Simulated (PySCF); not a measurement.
# Electron correlation in Au(3+) (gold, charge +3)

Starting occupation: [Xe] 4f14 5d7 6p1, 5d3/2 with m_j = +1/2, +3/2, 5d5/2 with m_j = -3/2, -1/2, +1/2, +3/2, +5/2, 6p3/2 with m_j = +3/2. All numbers are calculated (PySCF 2.14, X2C-1e with screened-nucleus spin-orbit coupling, Gaussian nucleus, in x2c-TZVPall-2c (11s11p10d2f, 108 functions)). Frozen: [Kr] 4d10 4f14; 16 electrons correlated; the 34 highest virtual spinors left out.

MP2 pair energies summed by pair of shells (mhartree):

| pair | energy | share (%) |
| --- | --- | --- |
| 5d-5p | -91.04 | 33.9 |
| 5d-5d | -87.10 | 32.5 |
| 5p-5p | -32.40 | 12.1 |
| 5d-6p | -22.60 | 8.4 |
| 5p-5s | -13.32 | 5.0 |
| 5d-5s | -12.13 | 4.5 |
| 5p-6p | -6.79 | 2.5 |
| 5s-5s | -2.53 | 0.9 |
| 5s-6p | -0.34 | 0.1 |

Total MP2 correlation energy: -268.26 mhartree.

The GHF reference relaxed away from the jj start to a determinant that is no pure jj level (⟨S²⟩ = 5.50, ⟨J²⟩ = 42.01); the energies belong to that determinant.

This basis was not built for core-valence correlation, so the inner-shell part is incomplete.
